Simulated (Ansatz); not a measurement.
Abstraction of Cl: GeHCl3 + BF2 → GeHCl2 + BClF2

Species: GeHCl3 `[Cl][GeH]([Cl])[Cl]`, singlet; BF2 `F[B]F`, doublet; GeHCl2 `[Cl][GeH][Cl]`, doublet; BClF2 (chlorodifluoroborane) `FB(F)Cl`, singlet. A radical takes Cl: the energy is the difference in strength between the Ge–Cl bond broken and the B–Cl bond made.

Shapes, held fixed at every level: PBE0-D4/def2-TZVP. Programs: Ansatz 0.2.0. The zero-point and thermal change to 298 K, harmonic and unscaled (PBE0-D4/def2-TZVP), is +1.0 kJ/mol.

```csv
level,kind,ΔH(298 K) (kJ/mol),less CCSD(T)/def2-TZVPP,CPU time (sum over the molecules)
HF/def2-SVP,Hartree–Fock,-110.3,-0.8,–
r2SCAN-D4/def2-TZVPP,meta-GGA,-113.4,-3.9,38 s
r2SCAN0-D4/def2-TZVPP,global hybrid,-111.3,-1.8,44 s
wB97X-V/def2-TZVPP,range-separated hybrid,-113.2,-3.7,58 s
B2PLYP/def2-TZVPP,double hybrid,-116.5,-7.0,38 s
CCSD(T)/def2-SVP,coupled cluster or CI,-126.6,-17.1,29 s
CCSD/def2-TZVPP,coupled cluster or CI,-109.4,+0.1,–
CCSD(T)/def2-TZVPP,coupled cluster or CI,-109.5,0.0,3.9 min
```

The highest level, CCSD(T)/def2-TZVPP, gives ΔH(298 K) = -109.5 kJ/mol; the levels span -126.6 to -109.4. The column of differences is taken from that level and isn't an error. No measured value is set beside it here. Open shells run unrestricted. Relativity is left out for Ge. Outer-core shells of Ge are correlated, in sets that cover them unevenly. Times are processor times on shared x86 and Arm servers, and rough.
